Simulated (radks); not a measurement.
Values are calculated unless marked as measured or tabulated.
Numerical settings for the calcium ion Ca17+, [He] 2s1. Code: a radial shooting solver on a logarithmic mesh with Libxc functionals. Model: scalar-relativistic Kohn-Sham, r2SCAN, spin-polarised, spherical densities, finite nucleus; open shells are filled with parallel spins first; meta-GGA in the generalised Kohn-Sham scheme; Fermi nuclear charge, rms radius 3.4776 fm. The defaults (mesh step 0.008 in ln r, mesh end at 40 bohr or more with all orbitals vanishing there, Anderson mixing 0.5 over 9 steps, residual threshold near 1e-9 with the energy settled to 1e-9 hartree or 1e-11 of itself, here a cap of 56 iterations) give E = -432.255 hartree and 2s at -1131.9 eV in 11 iterations. Run on one thread of a shared host, so times are rough (Intel(R) Xeon(R) Platinum 8488C): 0.07 s of CPU time, 0.07 s wall, 11 iterations on 2189 mesh points. Changes against that run (0 stands for a change within the tolerance of the run):

setting                    iterations  converged  E (mhartree)  e(2s) (meV)  CPU (s)
mesh step in ln r 0.05              9        yes        +0.124        +3.73     0.02
mesh step in ln r 0.12             56         no     -1.82e+06            -     0.14
mesh step in ln r 0.005            14        yes             0            0     0.16
mesh end (bohr) 400                11        yes             0            0     0.09
mesh end (bohr) 20                 11        yes             0            0     0.07
residual threshold 0.01             8        yes             0      -0.0504     0.05
residual threshold 1e-16           56         no             0            0     0.23
mixing 0.05                        14        yes             0     +0.00594     0.07
linear mixing, mixing 1            56         no             0            0     0.21
linear mixing, mixing 0.5          56         no             0            0      0.2
mixing history 20                  11        yes             0            0     0.09
iteration cap 3                     3         no        +0.222         -791     0.03

No run marked as converged misses the energy by more than 1 mhartree. A mesh that ends early acts as a hard wall.
